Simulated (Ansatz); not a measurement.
Basis-set series for `C[Si]1(C)C[SiH2]1`. Total charge 0; spin multiplicity 1. All single points use the PBE0-D4/def2-TZVP geometry.

```json
{"atom": "C1", "x (Å)": "1.233", "y (Å)": "0.148", "z (Å)": "-1.332"}
{"atom": "Si2", "x (Å)": "0.044", "y (Å)": "0.061", "z (Å)": "0.094"}
{"atom": "C3", "x (Å)": "0.784", "y (Å)": "0.499", "z (Å)": "1.747"}
{"atom": "C4", "x (Å)": "-1.254", "y (Å)": "-1.223", "z (Å)": "0.068"}
{"atom": "Si5", "x (Å)": "-2.429", "y (Å)": "0.286", "z (Å)": "-0.378"}
{"atom": "H6", "x (Å)": "2.067", "y (Å)": "-0.540", "z (Å)": "-1.168"}
{"atom": "H7", "x (Å)": "1.641", "y (Å)": "1.155", "z (Å)": "-1.445"}
{"atom": "H8", "x (Å)": "0.731", "y (Å)": "-0.127", "z (Å)": "-2.261"}
{"atom": "H9", "x (Å)": "1.507", "y (Å)": "-0.263", "z (Å)": "2.050"}
{"atom": "H10", "x (Å)": "0.004", "y (Å)": "0.549", "z (Å)": "2.510"}
{"atom": "H11", "x (Å)": "1.296", "y (Å)": "1.463", "z (Å)": "1.714"}
{"atom": "H12", "x (Å)": "-1.497", "y (Å)": "-1.688", "z (Å)": "1.021"}
{"atom": "H13", "x (Å)": "-1.166", "y (Å)": "-1.962", "z (Å)": "-0.727"}
{"atom": "H14", "x (Å)": "-1.014", "y (Å)": "1.293", "z (Å)": "-0.063"}
{"atom": "H15", "x (Å)": "-1.947", "y (Å)": "0.348", "z (Å)": "-1.828"}
```

```json
{"functional": "PBE0-D4", "basis": "def2-SVP", "functions": "128", "energy (Eh)": "-698.64631", "HOMO (eV)": "-5.82", "LUMO (eV)": "-0.44"}
{"functional": "PBE0-D4", "basis": "def2-QZVPP", "functions": "611", "energy (Eh)": "-699.01046", "HOMO (eV)": "-5.88", "LUMO (eV)": "-0.64"}
{"functional": "ωB97M-V", "basis": "def2-SVP", "functions": "128", "energy (Eh)": "-698.89944", "HOMO (eV)": "-7.81", "LUMO (eV)": "1.56"}
{"functional": "ωB97M-V", "basis": "def2-QZVPP", "functions": "611", "energy (Eh)": "-699.27233", "HOMO (eV)": "-7.90", "LUMO (eV)": "1.05"}
```

Problem. Give the rows for def2-TZVPP. (An estimate is asked.)

Solution. The calculation gave: 
| functional | basis | functions | energy (Eh) | HOMO (eV) | LUMO (eV) |
| --- | --- | --- | --- | --- | --- |
| PBE0-D4 | def2-TZVPP | 317 | -698.98402 | -5.86 | -0.58 |
| ωB97M-V | def2-TZVPP | 317 | -699.24720 | -7.89 | 1.27 |

Positive LUMOs are unbound and depend on the basis.

Computed with Ansatz.
